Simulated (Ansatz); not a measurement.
Two isomers of C3H7GeN: A = `N=C1C[CH]1[GeH3]`, B = `CC#[C][GeH2][NH2]`.

Isolated molecules relaxed with PBE0-D4/def2-TZVP in Ansatz; ΔE leaves out vibrations. CCSD(T)/CBS is the MP2 limit (def2-TZVPP, def2-QZVPP) plus CCSD(T) − MP2 in def2-TZVPP, frozen cores. DFT in def2-TZVPP. B3LYP here is the variant with VWN-RPA as its local correlation; programs differ in this. For Ge outer-core shells are correlated without core-valence functions, which leaves a few kJ/mol of doubt a bond. Scalar relativity is left out up to krypton. One conformer a species, not always the lowest.

A:

```xyz
12

N    -1.5050    1.4093   -1.2218
C    -0.5571    0.6328   -0.9579
C     0.8546    0.3753   -1.1740
C    -0.0291   -0.5627   -0.3055
Ge    0.2293   -0.6057    1.6226
H    -2.3665    1.0864   -0.7773
H     1.1702    0.0087   -2.1455
H     1.5868    0.9962   -0.6667
H    -0.2896   -1.5175   -0.7559
H    -1.0827   -0.9837    2.3296
H     1.3140   -1.6346    1.9826
H     0.6752    0.7955    2.0697
```

B:

```xyz
12

C     0.008    2.471    1.259
C     0.025    1.291    0.417
C     0.039    0.309   -0.288
Ge    0.058   -1.260   -1.367
N    -0.097   -2.816   -0.401
H    -0.310    2.221    2.274
H     1.002    2.922    1.318
H    -0.681    3.221    0.864
H    -1.135   -1.202   -2.330
H     1.397   -1.320   -2.113
H    -0.966   -2.881    0.112
H     0.661   -2.956    0.254
```

(1) Which isomer does CCSD(T)/CBS put lower? Give the gap. (Best estimate.)

(2) Give E(B) − E(A) in kcal/mol with CCSD/def2-TZVPP, PBE-D4, MP2/def2-TZVPP, CCSD(T)/def2-TZVPP, ωB97M-V, B3LYP-D4, HF/def2-TZVPP. (An estimate is asked.)

Largest T1 diagnostic: 0.012.

## Answers

(1) The calculation gave: B, by 25.9 kcal/mol.

(2) Ansatz gave: CCSD/def2-TZVPP -26.2, PBE-D4 -16.7, MP2/def2-TZVPP -27.7, CCSD(T)/def2-TZVPP -25.6, ωB97M-V -22.6, B3LYP-D4 -23.1, HF/def2-TZVPP -30.6. None reverses the order clearly.

In def2-TZVPP, CCSD(T) changes the Hartree–Fock value by +4.9 kcal/mol (the triples alone add +0.6 kcal/mol) and MP2 by +2.9 kcal/mol. From PBE to PBE0 (25 % exact exchange), in def2-TZVPP and without D4, E(B) − E(A) moves by −1.1 kcal/mol.
